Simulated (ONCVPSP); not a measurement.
**u(r) = r·R(r): atom against pseudo-atom (selenium (Se))**

Columns: radius, all-electron u(r) and pseudo u(r) of the 3d shell (level -77.39 eV) of selenium in the configuration [Ne] 3s2 3p6 3d10 4s2 4p2; LDA (Perdew-Wang 92), non-relativistic, ONCV scheme, ONCVPSP 4.0.1.

```tsv
r (bohr)	all-electron	pseudo
0.053	0.0516	0.0090
0.105	0.2385	0.0651
0.158	0.5013	0.2002
0.210	0.7550	0.4099
0.262	0.9638	0.6695
0.315	1.1157	0.9398
0.368	1.2079	1.1682
0.420	1.2493	1.3191
0.473	1.2521	1.3853
0.525	1.2266	1.3732
0.578	1.1811	1.3061
0.630	1.1238	1.2118
0.683	1.0579	1.1086
0.735	0.9895	1.0133
0.788	0.9186	0.9269
0.840	0.8499	0.8518
0.893	0.7819	0.7821
0.945	0.7182	0.7182
0.998	0.6566	0.6566
1.050	0.5999	0.5999
1.102	0.5471	0.5471
1.155	0.4971	0.4971
1.208	0.4509	0.4509
1.260	0.4093	0.4093
1.313	0.3703	0.3703
1.365	0.3354	0.3354
```

**Question.** How many radial nodes do the two functions have?

**Answer.** The all-electron 3d function has n − l − 1 = 0; the pseudo-wave has 0.

**Question.** At about which radius was the pseudo-wave matched?

**Answer.** 0.95 bohr. The columns agree to 0.0005 from 0.89 bohr on; several derivatives are matched, so the curves merge somewhat inside the radius.

**Question.** Where does each function peak?

**Answer.** Outermost all-electron maximum near 0.47 bohr, pseudo maximum near 0.47 bohr (to the table’s step).

**Question.** Is the pseudo-wave norm-conserving?

**Answer.** Yes: the ONCV scheme keeps the norm inside the radius equal to the all-electron one, which fixes the energy derivative of the logarithmic derivative at the level.
